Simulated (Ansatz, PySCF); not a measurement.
C₂H₉N₃Si, SMILES C/C=N/[SiH](N)N. Atoms are numbered in the order given.

```xyz
15

C      3.0446     0.3501    -0.6824
C      1.7485     0.1344     0.0305
N      0.6234     0.1385    -0.5479
Si    -0.8872    -0.0990     0.3280
N     -1.6672    -1.3491    -0.5533
N     -1.9470     1.2534     0.3723
H      3.7116    -0.5156    -0.5340
H      2.8688     0.5035    -1.7554
H      3.5703     1.2244    -0.2632
H      1.8531    -0.0324     1.1307
H     -0.5517    -0.3607     1.7719
H     -2.5495    -1.7440    -0.2537
H     -1.1199    -1.9955    -1.1076
H     -1.8209     1.9808     1.0660
H     -2.3255     1.6215    -0.4934
```
Charge 0, spin multiplicity 1.

The structure is a stationary point at PBE0-D3(BJ)/def2-SVP. The structure was generated by enumeration; whether it is a known compound was not checked. The values are those of a single conformer.

Two levels are set side by side: PBE-D3(BJ)/def2-SVP (Ansatz, a quantum-chemistry and plane-wave program) and PBE0-D3(BJ)/def2-SVP (Ansatz). Each level has its own optimised geometry; the coordinates shown are those of the second. Frequencies come from the Hessian of PySCF at each geometry. Differences are taken from unrounded values.

```json
[
 {"quantity": "mean bond length (Å)", "PBE0-D3(BJ)": "1.281"},
 {"quantity": "bond C1–C2 (Å)", "PBE0-D3(BJ)": "1.495"},
 {"quantity": "bond C2–N3 (Å)", "PBE0-D3(BJ)": "1.265"},
 {"quantity": "bond N3–Si4 (Å)", "PBE0-D3(BJ)": "1.762"},
 {"quantity": "bond Si4–N5 (Å)", "PBE0-D3(BJ)": "1.717"},
 {"quantity": "bond Si4–N6 (Å)", "PBE0-D3(BJ)": "1.719"},
 {"quantity": "bond C1–H7 (Å)", "PBE0-D3(BJ)": "1.103"},
 {"quantity": "bond C1–H8 (Å)", "PBE0-D3(BJ)": "1.098"},
 {"quantity": "bond C1–H9 (Å)", "PBE0-D3(BJ)": "1.103"},
 {"quantity": "bond C2–H10 (Å)", "PBE0-D3(BJ)": "1.118"},
 {"quantity": "bond Si4–H11 (Å)", "PBE0-D3(BJ)": "1.505"},
 {"quantity": "bond N5–H12 (Å)", "PBE0-D3(BJ)": "1.012"},
 {"quantity": "bond N5–H13 (Å)", "PBE0-D3(BJ)": "1.012"},
 {"quantity": "bond N6–H14 (Å)", "PBE0-D3(BJ)": "1.013"},
 {"quantity": "bond N6–H15 (Å)", "PBE0-D3(BJ)": "1.014"},
 {"quantity": "highest harmonic wavenumber (cm⁻¹)", "PBE0-D3(BJ)": "3739"},
 {"quantity": "mean harmonic wavenumber (cm⁻¹)", "PBE0-D3(BJ)": "1351"},
 {"quantity": "zero-point energy (kcal/mol)", "PBE0-D3(BJ)": "75.33"}
]
```

Question: What does PBE-D3(BJ) give, and how far is it from PBE0-D3(BJ)? (Estimate from the structure and the level; the computed values follow.)

Answer: 
| quantity | PBE-D3(BJ) | PBE-D3(BJ) minus PBE0-D3(BJ) |
|---|---|---|
| mean bond length (Å) | 1.292 | 0.011 |
| bond C1–C2 (Å) | 1.503 | 0.008 |
| bond C2–N3 (Å) | 1.277 | 0.012 |
| bond N3–Si4 (Å) | 1.777 | 0.014 |
| bond Si4–N5 (Å) | 1.733 | 0.016 |
| bond Si4–N6 (Å) | 1.733 | 0.015 |
| bond C1–H7 (Å) | 1.112 | 0.009 |
| bond C1–H8 (Å) | 1.106 | 0.008 |
| bond C1–H9 (Å) | 1.112 | 0.009 |
| bond C2–H10 (Å) | 1.128 | 0.010 |
| bond Si4–H11 (Å) | 1.518 | 0.012 |
| bond N5–H12 (Å) | 1.022 | 0.010 |
| bond N5–H13 (Å) | 1.022 | 0.010 |
| bond N6–H14 (Å) | 1.023 | 0.010 |
| bond N6–H15 (Å) | 1.023 | 0.009 |
| highest harmonic wavenumber (cm⁻¹) | 3604 | -135 |
| mean harmonic wavenumber (cm⁻¹) | 1306 | -45 |
| zero-point energy (kcal/mol) | 72.82 | -2.51 |

Exact exchange shortens and stiffens bonds; PBE has none. Differences between two approximate levels are no errors against the true value.
